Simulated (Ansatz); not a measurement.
**What each rung costs, and what it gives**

Saddle point of SiH3ClOF2, closed shell (SiH₂OF₂ ([OH][SiH]([F])[F]) + HCl → SiHClF₂ ([F][SiH]([F])[Cl]) + H₂O; bonds formed: Si1–Cl7, O2–H6; bonds broken: Si1–O2, H6–Cl7), PBE0-D4/def2-TZVP structure:

```
8
angstrom
Si -0.5452 0.2094 -0.4071
O 0.5419 -0.8826 0.4460
F -1.0076 -0.9350 -1.4340
F 0.2074 1.1869 -1.3902
H -1.7963 0.6001 0.2295
H 0.9717 -0.1244 1.1080
Cl 0.5521 1.4644 1.4941
H 1.0761 -1.5188 -0.0464
```

Barriers are electronic and count from the start structure reached by relaxing down the imaginary mode.

Ansatz 0.2.0; basis: as named in each row; cores frozen in the correlated methods. B3LYP uses VWN-RPA correlation. Extrapolation: Hartree–Fock as exp(−7.88 √X), correlation as X^−2.97.

Times are rough, for one single point on 4 threads of a shared host (Intel Xeon Platinum 8259CL).

The estimate by CCSD(T) at an estimated basis limit (MP2 extrapolated from triple and quadruple zeta, plus CCSD(T) − MP2 in triple zeta) is 103.7 kJ/mol.

| method | basis | time (s) | barrier (kJ/mol) | method less estimate |
| --- | --- | --- | --- | --- |
| HF | STO-3G | under 1 | 13.9 | -89.8 |
| SPW92 | def2-SVP | under 1 | 29.3 | -74.4 |
| PBE-D4 | STO-3G | under 1 | -69.0 | -172.7 |
| B3LYP-D4 | 6-31G | under 1 | 53.6 | -50.1 |
| PBE-D4 | def2-SVP | under 1 | 63.2 | -40.5 |
| PBE0-D4 | def2-SVP | 1 | 73.5 | -30.2 |
| SPW92 | def2-TZVPP | 1 | 46.2 | -57.5 |
| BLYP-D4 | def2-TZVPP | 2 | 97.8 | -5.9 |
| PBE-D4 | def2-TZVPP | 2 | 78.4 | -25.3 |
| PBE0-D4 | def2-TZVPP | 2 | 87.1 | -16.6 |
| B3LYP-D4 | def2-TZVPP | 3 | 102.5 | -1.2 |
| CCSD(T) | def2-SVP | 3 | 115.1 | 11.4 |
| BHLYP-D4 | def2-TZVPP | 3 | 112.0 | 8.3 |
| r2SCAN-D4 | def2-TZVPP | 3 | 84.2 | -19.5 |
| wB97M-V | def2-SVP | 3 | 77.2 | -26.5 |
| RPA on PBE | def2-TZVPP | 3 | 115.1 | 11.4 |
| CAM-B3LYP-D4 | def2-TZVPP | 3 | 103.2 | -0.5 |
| r2SCAN0-D4 | def2-TZVPP | 4 | 90.1 | -13.6 |
| PBE-QIDH | def2-TZVPP | 4 | 97.0 | -6.7 |
| B2PLYP | def2-TZVPP | 4 | 108.1 | 4.4 |
| B97M-V | def2-TZVPP | 5 | 101.0 | -2.7 |
| wB97M-V | def2-TZVPP | 6 | 93.7 | -10.0 |
| wB97X-V | def2-TZVPP | 6 | 99.2 | -4.4 |
| MP2 | def2-QZVPP | 15 | 101.0 | -2.7 |
| CCSD(T) | def2-TZVPP | 71 | 111.0 | 7.3 |

All methods are single points on the PBE0-D4 structures; a negative value means that the method puts the saddle structure below the start.

The T1 diagnostic stays at or below 0.011.

Hydrogen chloride, the by-product of chloride precursors, can attack films and sites by steps of this kind.

Labels in which every atom is bracketed show which atoms are joined, not bond orders.
